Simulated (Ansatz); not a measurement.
A run for Ansatz (a quantum-chemistry and plane-wave program): R-wB97X-V/def2-TZVPP on Br4Sn (SMILES [Br][Sn]([Br])([Br])[Br]). Elements past Kr take the def2 small-core potentials; no spin–orbit coupling.

Ansatz 0.2 input:
```yaml
crystal:
  periodic: [false, false, false]
  atoms:
    - {symbol: Sn, position_ang: [0.00007383, 0.00005737, 0.00005552]}
    - {symbol: Br, position_ang: [1.43262027, 1.41324681, 1.43235834]}
    - {symbol: Br, position_ang: [1.41937623, -1.43161912, -1.42706813]}
    - {symbol: Br, position_ang: [-1.41418856, 1.43877555, -1.42498544]}
    - {symbol: Br, position_ang: [-1.43788177, -1.42046060, 1.41963972]}
basis:
  gaussian:
    orbitals: def2-TZVPP
hamiltonian:
  xc: {name: wB97X-V}
scf: {lower_state_search: off}
```

The log:

```
WARN ansatz: RAYON_NUM_THREADS=4 ignored (pool sized by the plan → 4); use --threads N
Functional definition: wB97X-V
these checks for a lower state are left out or cut short: stability, starts, cluster_reference, orbital_swaps, neighbouring_geometries, increment
integrals: 0.46 GiB planned
1778 factors; integrals over basis functions are off by at most 5.2e-4 eV
integrals: 0.64 GiB planned
282 factors; integrals over basis functions are off by at most 3.2e-5 eV
mean field: 3.47 GiB planned
mean field evaluation 1: about -285994.2796 eV, gradient 2.4e1 eV
mean field evaluation 2: about -285994.6114 eV, gradient 2.5e1 eV
mean field evaluation 4: about -285995.9828 eV, gradient 6.7e-1 eV
mean field evaluation 8: about -285996.0429 eV, gradient 6.2e-2 eV
mean field evaluation 16: about -285996.0429 eV, gradient 1.7e-5 eV
mean field -285996.04293747 eV, -10510.1607228714 hartree, gradient 5.7e-6 eV, S^2 0.000000; 0 other end points of the search recorded, 0 dependent functions left out
reference -285996.04293549 eV, -10510.1607227989 hartree; 81, 81 occupied and 161, 161 virtual orbitals, 1778 factors
Total energy: -285996.04293549 eV, -10510.1607227989 hartree
Checks for a lower state left out: stability, starts, cluster_reference, orbital_swaps, neighbouring_geometries, increment
```

Self-consistency was reached.

Cost: around 28 core-seconds (rough).
